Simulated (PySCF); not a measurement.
A species of formula C4H12O2P2 has this rotational fingerprint, computed with PBE0/pcSseg-1 in PySCF (dipole) on a GFN2-xTB geometry, gas phase:

| Property | Result |
| --- | --- |
| Rotational constants | A = 1838, B = 1216, C = 1033 MHz |
| Dipole components | \|μa\| = 0.22 D, \|μb\| = 1.79 D, \|μc\| = 2.93 D |
| Inertial defect | -201.39 u·Å² |
| κ | -0.55 |

Problem. Which candidate fits, each taken in the one conformer that was computed?
A. `[CH3:1][PH:2][CH2:3][P@:4]([CH3:5])(=[O:6])[CH2:7][OH:8]` with C1–P2–C3–P4 -78°, P2–C3–P4–C5 -166°, C3–P4–C7–O8 176°, P4–C7–O8–H -48°
B. `[CH3:1][P@:2](=[O:3])([PH2:4])[CH2:5][CH2:6][CH2:7][OH:8]` with C1–P2–P4–H 21° and 113°, C1–P2–C5–C6 142°, P2–C5–C6–C7 60°, C5–C6–C7–O8 -61°, C6–C7–O8–H 89°

Solution. B. It is C[P@](=O)(P)CCCO, an asymmetric top, point group C1. The candidates at the same level (rigid rotor, commonest isotopes):

| SMILES | A (MHz) | B (MHz) | C (MHz) | μa (D) | μb (D) | μc (D) | Δ (u·Å²) | point group | rotor |
| --- | --- | --- | --- | --- | --- | --- | --- | --- | --- |
| C[P@](=O)(P)CCCO | 1838 | 1216 | 1033 | 0.22 | 1.79 | 2.93 | -201.39 | C1 | asymmetric top |
| CPC[P@](C)(=O)CO | 2120 | 912.6 | 847.7 | 1.28 | 1.94 | 2.43 | -195.97 | C1 | asymmetric top |

`CPC[P@](C)(=O)CO` has B 25 % too low. No structure here is proved a minimum.
